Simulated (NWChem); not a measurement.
System: TaF$_{5}$; SMILES [F][Ta]([F])([F])([F])[F]

Computed with NWChem. Coordinates come from a PBE0/def2-SVP optimisation. def2 effective core potentials on Ta; no spin-orbit coupling. Total energies compare along this basis series because the functional is fixed.

| level | basis functions | energy (Ha) | highest occupied level (eV) | orbital gap (eV) |
|---|---|---|---|---|
| B3LYP/def2-SVP | 102 | -556.2065 | -11.83 | 8.98 |
| B3LYP/def2-SVPD | 150 | -556.2417 | -12.10 | 9.00 |
| B3LYP/def2-TZVP | 195 | -556.8398 | -11.96 | 9.12 |
| B3LYP/def2-TZVPP | 211 | -556.8500 | -11.94 | 9.18 |
